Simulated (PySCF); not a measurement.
Compound: C₈H₉ (charge +1).
Geometry (PBE0-D3(BJ)/def2-SVP, Å), atoms numbered from 1 in this order:
```xyz
17
C8H9 angstrom
C     -1.2257    1.9824   -0.1539
C     -0.3028    0.9876    0.0061
C      1.0851    1.3589    0.1556
C      2.0501    0.4018    0.3205
C      1.6569   -0.9518    0.3412
C      0.3214   -1.3494    0.1987
C     -0.6904   -0.4176    0.0286
C     -2.1072   -0.8460   -0.1246
H     -2.2934    1.7771   -0.2724
H     -0.9193    3.0333   -0.1690
H      1.3459    2.4201    0.1341
H      3.1012    0.6722    0.4344
H      2.4216   -1.7233    0.4737
H      0.0765   -2.4132    0.2226
H     -2.7433   -0.4222    0.6692
H     -2.5231   -0.5167   -1.0905
H     -2.1934   -1.9381   -0.0767
```

Computed with PySCF at wB97X-D/def2-SVPD, non-relativistic, on one gas-phase PBE0-D3(BJ)/def2-SVP geometry that isn't relaxed in the solvent. The solvent is an IEF-PCM continuum (Bondi radii, 1.10 Å for H, scaled by 1.2). Only the electrostatic response of the medium enters.

Gas phase at wB97X-D/def2-SVPD: HOMO -14.16 eV, LUMO -6.97 eV.

Question: What does the continuum do to the energy and the frontier levels at wB97X-D/def2-SVPD in acetone and water?

Answer: 
```
solvent      ε  E(solvent) − E(gas) (kJ/mol)  polarisation term (kJ/mol)  distortion of the solute (kJ/mol)  HOMO (eV)  LUMO (eV)
acetone  20.49                       -206.98                     -208.90                               1.92     -10.18      -2.89
  water  78.36                       -214.88                     -217.09                               2.21     -10.03      -2.74
```

The polarisation term is half the interaction of the solute with the surface charges that it induces; the rest is the cost of distorting the solute's density. The sum is the electrostatic part of solvation alone. From acetone to water the lowering changes by a factor 1.04, Born's factor 1 − 1/ε by 1.04 and ε itself by 3.8.

Question: Which radius a makes Born's formula ΔE = −(q²/2a)(1 − 1/ε) give the value in water?

Answer: a = q²(1 − 1/ε)/(2|ΔE|) = 3.19 Å, with q = +1 e and |ΔE| = 0.0818 Eh; the farthest nucleus lies 3.34 Å from the centroid of the nuclei. The formula assumes a point charge at the centre of a sphere.

Question: How does the static polarisability (wB97X-D/def2-SVPD, frozen core, with the continuum's full static response) change?

Answer: 
| medium | isotropic (au) | principal values (au) | ⟨r²⟩ of the electrons (bohr²) |
| --- | --- | --- | --- |
| gas | 91.2 | 50.8, 99.5, 123.4 | 889.0 |
| acetone | 131.1 | 69.8, 139.1, 184.3 | 889.2 |
| water | 134.2 | 71.7, 142.0, 188.9 | 889.2 |

The isotropic value in water is 1.47 times the gas-phase one; no cavity-field correction is applied. ⟨r²⟩ is taken about the centre of nuclear charge.

Note: wB97X-D ran without an empirical dispersion term, which enters the total energy and its gradient alone.
